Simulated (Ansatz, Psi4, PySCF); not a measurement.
CH5S (SMILES C[SH2+]), charge +1, singlet, geometry from GFN2-xTB. Base run: PySCF with CCSD(T)/cc-pVDZ.

PySCF was given this input:
```python
from pyscf import gto, scf, cc

mol = gto.M(
    atom='''
C    -0.037477    1.185303   -0.115257
S    -0.020954   -0.617729    0.151580
H     1.251603   -0.853955   -0.249962
H    -1.068270    1.523544   -0.034385
H     0.546279    1.644049    0.679892
H     0.372452    1.446031   -1.085848
H    -0.541943   -0.987819   -1.043428
''',
    basis='cc-pvdz',
    charge=1,
    spin=0,
    verbose=4,
)

mf = scf.RHF(mol)
mf.kernel()

mycc = cc.CCSD(mf)
mycc.kernel()
et = mycc.ccsd_t()
print('E(CCSD(T)) = %.10f' % (mycc.e_tot + et))
```

The same geometry, method and basis name were run in Ansatz (a program for electronic structure) and Psi4 and PySCF, at each program's defaults and at the settings that a row names. The base is PySCF at its defaults. Differences at the defaults can come from grids, fitting, cores and function types together.

```csv
code and settings,ΔE vs base (mEh),basis functions,E (Eh),SCF cycles
"PySCF, defaults (exact integrals, spherical functions, all electrons correlated)",0.000,57,-438.37248,9
"Psi4, defaults (exact integrals, spherical functions, all electrons correlated)",0.000,57,-438.37248,11
"Ansatz, defaults (factorised integrals, spherical functions, frozen core)",9.699,57,-438.36279,-
"PySCF, frozen core",9.698,57,-438.36279,9
"Psi4, exact integrals, spherical functions, frozen core",9.698,57,-438.36279,11
"Ansatz, high accuracy, frozen core",9.698,57,-438.36279,-
```
